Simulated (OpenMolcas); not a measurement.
An atom or ion with 6 electrons was computed by XMS-RASPT2, IPEA 0.25 Eh, imaginary shift 0.1 Eh with spin-orbit coupling (OpenMolcas, ANO-RCC-VTZP, DKH2). The lowest levels that the run gave, each within 12 % of the measured value where one is at hand:

```csv
J,Parity,E (cm-1),g
0,even,0.0,
1,even,399,1.501
2,even,1150,1.501
2,even,30870,1.000
0,even,64880,
2,odd,87330,2.002
2,odd,176290,1.167
1,odd,176300,0.499
3,odd,176310,1.334
0,odd,209110,
1,odd,209120,1.501
2,odd,209130,1.501
```

Q: Which ion is it, and what are the configurations and terms?

A: Ne⁴⁺ (Z = 10, charge +4; active space 4 electrons in 9 orbitals (RAS2 2s 2p; RAS3 3d, at most 2 electrons)). J, parity and g give the terms where levels are pure, and mixed ones are named by the computed weights; the size of the splittings, set against known spectra of the 6-electron sequence, gives the charge. In order, with the measured energies in cm-1 (NIST levels in Podobedova, Fuhr, Reader and Wiese, J. Phys. Chem. Ref. Data 33, 525 (2004)): 2s2 2p2 3P0, 2s2 2p2 3P1 (412), 2s2 2p2 3P2 (1110), 2s2 2p2 1D2 (30292), 2s2 2p2 1S0 (63914), 2s 2p3 5S* 2, 2s 2p3 3D* 2 (175905), 2s 2p3 3D* 1 (175927), 2s 2p3 3D* 3 (175834), 2s 2p3 3P* 0 (208193), 2s 2p3 3P* 1, 2s 2p3 3P* 2.

CASPT2 breaks the degeneracy within a term, and the mean is taken; among the terms shown or strongly mixed into the levels shown the widest spread is 37 cm-1 (2s 2p3 3D*). Active for correlation alone: 3d; no level in the range computed is led by a configuration that fills it, so any true level of that kind is missing. Measured partners are found by configuration, term and J. A level has none where our copy of the source lacks it or the pairing is in doubt (some pairs that miss far off the trend of their configuration count as doubtful), and it then counts in no deviation. Only configurations of the active space appear.

* marks odd parity.
